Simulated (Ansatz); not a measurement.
C3H8OSi can be A, `CC(C)[Si]O`, or B, `CC1OC[SiH2]1`.

Gas-phase electronic energies from Ansatz, PBE0-D4/def2-TZVP geometries. CCSD(T)/CBS adds triple-zeta CCSD(T) − MP2 to the extrapolated MP2 energy (def2 sets, frozen cores). DFT in def2-TZVPP. B3LYP here is the variant with VWN-RPA as its local correlation; programs differ in this. Each species was taken in one conformer, which may not be the lowest.

(1) Which is lower in electronic energy at CCSD(T)/CBS, and by how much? (An estimate is asked.)

(2) Give E(B) − E(A) in kcal/mol with CCSD(T)/def2-TZVPP, B3LYP, MP2/def2-TZVPP, HF/def2-TZVPP, ωB97M-V, CCSD/def2-TZVPP, PBE-D4. (An estimate is asked.)

Largest T1 diagnostic: 0.013.

Results:

(1) Computed: A, by 36.7 kcal/mol.

(2) The calculation gave: CCSD(T)/def2-TZVPP 36.6, B3LYP 35.3, MP2/def2-TZVPP 36.7, HF/def2-TZVPP 34.5, ωB97M-V 36.7, CCSD/def2-TZVPP 36.8, PBE-D4 33.3. None reverses the order clearly.

In def2-TZVPP, CCSD(T) changes the Hartree–Fock value by +2.1 kcal/mol (the triples alone add −0.3 kcal/mol) and MP2 by +2.2 kcal/mol. The D4 term adds +0.7 kcal/mol with B3LYP and +0.4 kcal/mol with PBE0; it sums over pairs of atoms, weighted by their polarisabilities, and B3LYP, whose exchange is more repulsive, gets the larger term.
